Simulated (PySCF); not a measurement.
C2HF3O, SMILES O=CC(F)(F)F. Atoms are numbered in the order given.

```xyz
7

F      0.4387     1.0230     1.0944
C     -0.0074     0.3660     0.0000
F     -1.3422     0.3679     0.0000
F      0.4387     1.0230    -1.0944
C      0.5743    -1.0670     0.0000
O     -0.1153    -2.0553     0.0000
H      1.7037    -1.0782     0.0000
```
Charge 0, spin multiplicity 1.

The structure is a stationary point at PBE-D3(BJ)/def2-SVP.

These are PBE-D3(BJ)/def2-SVP in PySCF values and carry that method's errors.

Frequencies are harmonic and unscaled.

```
mode  ν (cm⁻¹)  IR (km/mol)  Raman (Å⁴/amu)  depolarisation  moving atoms (share of kinetic energy)
----  --------  -----------  --------------  --------------  --------------------------------------
1           70          9.7             2.5            0.75          O 39 %, F 29 %, C 16 %, H 16 %
2          240          5.5             0.3            0.59                          F 60 %, O 34 %
3          294          0.5             3.1            0.75                  F 52 %, H 26 %, C 21 %
4          417          3.8             1.9            0.56                  F 52 %, O 33 %, C 14 %
5          512         14.3             1.4            0.58                          F 74 %, C 19 %
6          515          1.0             0.3            0.75                                  F 88 %
7          688         32.3             2.4            0.43                   F 60 %, C 29 %, O 9 %
8          826         34.0             5.9            0.17                          F 56 %, C 35 %
9          943         12.8             3.3            0.75                  H 45 %, C 42 %, F 10 %
10        1160        274.0             2.3            0.75                          C 75 %, F 21 %
11        1176        181.5             4.4            0.60                  C 68 %, F 19 %, H 12 %
12        1282        149.6             0.6            0.62                          C 83 %, F 16 %
13        1354         34.5             6.6            0.64                          H 72 %, C 20 %
14        1833         91.2            11.5            0.35                          C 59 %, O 39 %
15        2845         70.0           133.1            0.27                           H 92 %, C 8 %
```
